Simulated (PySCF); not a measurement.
## Telling isomers of C₄H₁₁N₂PSi apart by NMR

PySCF 2.14 calculation with GFN2-xTB structure and σ from GIAO-PBE0/pcSseg-1; single conformer, fast rotation and ring inversion assumed for equivalent nuclei, non-relativistic, in vacuum.

References, each an isolated molecule treated in the same way: TMS for 1H, 13C. Splittings of carbon signals by F and P are missing where no couplings were computed. Where no couplings were computed, multiplicities follow the n + 1 count of equivalent neighbours, and m marks all less simple cases (inequivalent or close neighbours, rings, F or P nearby). Shifts are as computed. Against solution values, carbons near 30 ppm lie about +3 ppm off and those near 130 ppm about +5 ppm. Of 1211 compounds with measured shifts, 218 miss one by over three times the rms of a fit or turn the order of signals round; such compounds aren't used in these exercises.

(1) Tabulate the signals of `CN(C)P1(=N[SiH3])C=C1`, `CN1C=CN(C)P1[SiH3]` and their relative energies.

(2) What is the quickest way to tell CN(C)P1(=N[SiH3])C=C1 from CN1C=CN(C)P1[SiH3]?

## Answers

(1) 
| SMILES | carbon types | δC | δH | E rel. (kcal/mol) |
| --- | --- | --- | --- | --- |
| CN(C)P1(=N[SiH3])C=C1 | 2×CH 2×CH3 | 186.9, 37.6 | 9.80 (m, 2H), 4.77 (m, 3H), 2.85 (m, 6H) | 28.8 |
| CN1C=CN(C)P1[SiH3] | 2×CH 2×CH3 | 129.1, 41.5 | 5.59 (m, 2H), 3.48 (m, 3H), 2.68 (m, 6H) | 0.0 |

Energies are electronic energies at PBE0/pcSseg-1 on these geometries, without zero-point or thermal terms, each for the one conformer computed, which needn't be the lowest.

(2) Both give the same number of carbon signals, with the same numbers of each carbon type, so the positions decide. The first has an alkene CH at 186.9 ppm, the second an alkene carbon bearing nitrogen (CH) at 129.1 ppm. In the proton spectra the most deshielded non-exchanging signals are 9.80 (m, 2H) and 5.59 (m, 2H).
